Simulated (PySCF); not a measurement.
A calculated (PBE0, PySCF 2.14, def2-SVP, no relativity, point nucleus) atom or ion has these occupied shells.

```tsv
shell	electrons	orbital energy (eV)	rms radius, mean of both spins (bohr)
1s	2	-64.431	0.672
```

Problem. Name the element and its charge.

Solution. Li⁺ (lithium, charge +1), in 1s2, closed-shell 1S.
